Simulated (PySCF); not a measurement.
A family of related molecules: cyclic III–V and III–VI dimers. Isolated molecules, 0 K electronic values unless said otherwise. Strings in code marks are SMILES. In the def2 sets, heavy atoms carry core potentials. All members: neutral, multiplicity 1. Level: TPSSh-D3(BJ)/def2-TZVP // CAM-B3LYP-D3(BJ)/def2-SVP (PySCF), beside PBE-D3(BJ)/def2-TZVP // CAM-B3LYP-D3(BJ)/def2-SVP (PySCF) at the same geometries.  Orbital energies are measured against the vacuum level.

| species | LUMO, PBE (eV) | LUMO, TPSSh-D3(BJ) (eV) |
|---|---|---|
| `[InH2-]1[SbH2+][InH2-][SbH2+]1` | -1.95 | -1.63 |
| `[SeH+]1[InH2-][SeH+][InH2-]1` | -1.64 | -1.20 |
| `[GaH2-]1[SeH+][GaH2-][SeH+]1` | -1.40 | -0.94 |
| `[BH2-]1[SeH+][BH2-][SeH+]1` | -1.37 | withheld |
| `[AlH2-]1[SH+][AlH2-][SH+]1` | -1.34 | -0.84 |
| `[NH2+]1[GaH2-][NH2+][GaH2-]1` | -0.92 | -0.42 |
| `[BH2-]1[OH+][BH2-][OH+]1` | -0.68 | -0.05 |

Task: Fit y = a + b·x, y being the LUMO at the first level, to the 6 complete rows by least squares, with x = the PBE value in eV. Give a, b and the rms residual, and predict the withheld value.

Result: Means of the 6 rows: x̄ = -1.3217, ȳ = -0.84667 eV. Σ(x − x̄)² = 1.0757 and Σ(x − x̄)(y − ȳ) = 1.2944, so b = 1.203 and a = ȳ − b·x̄ = 0.743 eV. The rms residual is 0.032 eV. At x = -1.37 the line gives -0.91 eV. The run for `[BH2-]1[SeH+][BH2-][SeH+]1` gave -0.86 eV, so the line is off by 0.05 eV, within twice the rms residual.

Codes: PySCF.
